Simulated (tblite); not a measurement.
Compound: C₄H₂BBrF₂.
SMILES with atom numbers: `[BH2:1][C:2]#[C:3]/[C:4]([F:5])=[C:6](\[F:7])[Br:8]` (hydrogens: H9, H10 on B1)

Computed with GFN2-xTB (tblite), gas phase: L-BFGS steps from a force-field or distance-geometry start until the largest atomic force falls under 0.01 eV/Å.

Step 9: E = -660.1197 eV
```
atom  x, y, z in Å  |  force x, y, z in eV/Å
B1     -2.7264    0.5218    0.6035   -0.006   0.025  -0.008
C2     -1.2493    0.4327    0.4031    0.061   0.018   0.008
C3     -0.0435    0.3677    0.2559   -0.074  -0.039   0.019
C4      1.3434    0.2586    0.0915    0.022   0.018  -0.015
F5      2.0686    1.3908    0.0114   -0.060  -0.029   0.007
C6      1.9948   -0.9150    0.0087    0.044  -0.001  -0.008
F7      1.3522   -2.0751    0.0802   -0.038   0.013   0.003
Br8     3.8483   -1.0914   -0.2104    0.036  -0.001  -0.001
H9     -3.2198    1.5728    0.7248   -0.002   0.008  -0.002
H10    -3.3593   -0.4583    0.6375    0.015  -0.013  -0.002
```

Step 10: E = -660.1201 eV
```
atom  x, y, z in Å  |  force x, y, z in eV/Å
B1     -2.7272    0.5226    0.6033    0.006   0.023  -0.005
C2     -1.2491    0.4339    0.4040    0.048   0.013   0.007
C3     -0.0435    0.3664    0.2563   -0.078  -0.050   0.015
C4      1.3435    0.2572    0.0906    0.005   0.036  -0.004
F5      2.0650    1.3915    0.0119   -0.037  -0.020   0.002
C6      1.9968   -0.9153    0.0085    0.010   0.003  -0.006
F7      1.3518   -2.0742    0.0801   -0.028   0.000   0.001
Br8     3.8491   -1.0923   -0.2103    0.050  -0.003  -0.003
H9     -3.2196    1.5750    0.7247   -0.001  -0.020  -0.005
H10    -3.3580   -0.4602    0.6372    0.023   0.018  -0.002
```

Step 11: E = -660.1204 eV
```
atom  x, y, z in Å  |  force x, y, z in eV/Å
B1     -2.7276    0.5235    0.6030    0.015   0.015  -0.002
C2     -1.2489    0.4353    0.4049    0.011   0.010   0.009
C3     -0.0438    0.3643    0.2569   -0.040  -0.055   0.007
C4      1.3436    0.2563    0.0898   -0.014   0.025   0.006
F5      2.0616    1.3919    0.0123   -0.014   0.000  -0.003
C6      1.9985   -0.9154    0.0082   -0.016   0.005  -0.004
F7      1.3508   -2.0733    0.0801   -0.010  -0.003  -0.001
Br8     3.8507   -1.0930   -0.2103    0.044  -0.004  -0.003
H9     -3.2195    1.5765    0.7245   -0.003  -0.031  -0.006
H10    -3.3565   -0.4614    0.6369    0.027   0.038  -0.003
```

Q: Estimate the geometry and energy of step 12. (The exact step hangs on the optimiser's Hessian estimate; all steps are aligned on step 11, rigid shifts and turns removed.)

A: E = -660.1206 eV, largest force 0.053 eV/Å
```
atom  x, y, z in Å  |  force x, y, z in eV/Å
B1     -2.7277    0.5246    0.6027    0.019   0.005   0.003
C2     -1.2488    0.4368    0.4061   -0.026   0.006   0.011
C3     -0.0446    0.3611    0.2575    0.011  -0.052  -0.003
C4      1.3434    0.2556    0.0892   -0.024   0.001   0.014
F5      2.0580    1.3924    0.0126    0.004   0.022  -0.007
C6      1.9998   -0.9154    0.0078   -0.029   0.006  -0.003
F7      1.3499   -2.0724    0.0800    0.009  -0.002  -0.004
Br8     3.8529   -1.0938   -0.2104    0.020  -0.003  -0.001
H9     -3.2195    1.5774    0.7242   -0.009  -0.029  -0.007
H10    -3.3545   -0.4618    0.6365    0.023   0.046  -0.004
```

The energy changes by -0.0003 eV. The first-order estimate −F·Δx gives -0.0004 eV and the mean of the old and new forces, exact on a quadratic surface, -0.0003 eV. The step makes an angle of 58° with the force vector and moves no atom by more than 0.004 Å.

What follows is the cost of the whole relaxation. The run took 0.37 s on an Arm Neoverse N1 with one thread, on a shared host.
